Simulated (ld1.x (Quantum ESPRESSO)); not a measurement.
# Ti (Z = 22): excitation energies, all-electron against ultrasoft

Ti (Z = 22), ultrasoft, made with ld1.x (Quantum ESPRESSO) 7.5 (PBE, scalar-relativistic). Core [Ar], reference 3d3 4s1 4p0. Waves: 4s (bound): rcut 2.30, rcutus 3.05 bohr; 4s channel at 2.05 Ry: rcut 2.30, rcutus 3.05 bohr; 4p (bound, empty): rcut 2.70, rcutus 2.85 bohr; 4p channel at 1.6 Ry: rcut 2.70, rcutus 2.85 bohr; 3d (bound): rcut 1.30, rcutus 1.40 bohr; 3d channel at 3.8 Ry: rcut 1.30, rcutus 1.40 bohr. Local part: all-electron potential smoothed inside 1.55 bohr (lloc = -1). Core correction: none. Augmentation charge: PSQ, inside the norm-conserving radii.

Energies are relative to the spin-unpolarised reference configuration 3d3 4s1 4p0; without spin polarisation the order of configurations can differ from experiment. Not all tests gave a result: 2 of 7 tests not solved or not reliable. Left out of the table: 3d2 4s0 4p1 (solver errors, printed error -2.4 eV); 3d2 4s1 4p1 (solver errors, printed error -2.2 eV).

```csv
valence configuration,charge,ΔE all-electron (eV),error AE − PS (meV)
3d2 4s2 4p0,0,-1.106,-28
3d2 4s1 4p0,+1,6.241,-38
3d1 4s2 4p0,+1,8.639,-290
3d3 4s0 4p0,+1,6.289,+48
```

Question: What are ΔE and the potential's error for 3d2 4s0 4p0?

Answer: ΔE = 19.813 eV all-electron; the error (AE − PS) is +139 meV.

Note: ghost state, extra bound levels that the all-electron valence spectrum of the same l lacks: s at -48.7 eV. A true bound ghost makes a file unfit for plane-wave use.
